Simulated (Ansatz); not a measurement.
Be5O5H18. Charge 0, multiplicity 1. Geometry PBE-D4/def2-SVP; atoms count from 1.

Cartesian coordinates in Å:
```
Be 1.209 0.974 1.921
Be 2.364 -1.312 0.538
Be -0.062 -0.792 -0.159
Be -3.461 0.379 -2.207
Be -0.136 1.389 -0.054
O -0.250 0.191 1.204
O 1.182 1.997 0.559
O 2.311 -0.227 1.679
O -1.447 2.289 -0.395
O -2.610 -0.975 -2.042
H 1.062 1.521 3.184
H 1.621 -3.455 1.702
H 3.364 -2.220 0.319
H 3.383 -0.202 -1.173
H -1.158 -1.652 -0.409
H 1.165 -1.515 -0.248
H -3.327 1.206 -1.067
H -4.200 0.572 -3.335
H 0.006 0.364 -1.115
H -0.992 0.041 1.815
H 1.578 2.878 0.515
H 2.898 0.396 -1.108
H 3.040 -0.261 2.322
H 0.999 -3.494 2.155
H -2.325 1.781 -0.772
H -1.732 2.999 0.210
H -1.892 -1.241 -1.281
H -2.592 -1.632 -2.762
```

In the singlet geometry the species has come apart into loosely held pieces. In the singlet, H12 and H24 lie 0.77 Å apart, H14 and H22 lie 0.77 Å apart, H17 and H25 lie 1.19 Å apart (atoms count from 1), so H2 has formed as a molecule.

(1) Estimate the Mulliken populations from the PBE0/def2-TZVP orbitals of Ansatz.

(2) And the Mayer bond orders between bonded heavy atoms (over 0.3)?

Answers

(1) 
```json
{"atom": "Be1", "charge (e)": "0.08"}
{"atom": "Be2", "charge (e)": "-0.09"}
{"atom": "Be3", "charge (e)": "-0.13"}
{"atom": "Be4", "charge (e)": "0.08"}
{"atom": "Be5", "charge (e)": "0.14"}
{"atom": "O6", "charge (e)": "-0.36"}
{"atom": "O7", "charge (e)": "-0.39"}
{"atom": "O8", "charge (e)": "-0.31"}
{"atom": "O9", "charge (e)": "-0.41"}
{"atom": "O10", "charge (e)": "-0.42"}
{"atom": "H11", "charge (e)": "-0.16"}
{"atom": "H12", "charge (e)": "0.02"}
{"atom": "H13", "charge (e)": "-0.13"}
{"atom": "H14", "charge (e)": "0.04"}
{"atom": "H15", "charge (e)": "-0.14"}
{"atom": "H16", "charge (e)": "0.18"}
{"atom": "H17", "charge (e)": "-0.15"}
{"atom": "H18", "charge (e)": "-0.11"}
{"atom": "H19", "charge (e)": "0.01"}
{"atom": "H20", "charge (e)": "0.36"}
{"atom": "H21", "charge (e)": "0.32"}
{"atom": "H22", "charge (e)": "0.00"}
{"atom": "H23", "charge (e)": "0.34"}
{"atom": "H24", "charge (e)": "-0.01"}
{"atom": "H25", "charge (e)": "0.24"}
{"atom": "H26", "charge (e)": "0.36"}
{"atom": "H27", "charge (e)": "0.24"}
{"atom": "H28", "charge (e)": "0.36"}
```
Mulliken values and Mayer orders depend strongly on the basis.

(2) Be1–O6 0.43 (1.80 Å); Be1–O7 0.62 (1.70 Å); Be1–O8 0.75 (1.65 Å); Be2–O8 0.94 (1.57 Å); Be3–O6 0.59 (1.69 Å); Be4–O10 0.77 (1.61 Å); Be5–O6 0.50 (1.74 Å); Be5–O7 0.86 (1.58 Å); Be5–O9 0.77 (1.63 Å). Values over 0.3 also appear between atoms too far apart for a bond (Be2–Be3 0.36 at 2.58 Å); they arise where an orbital or an unpaired electron spreads over both atoms.
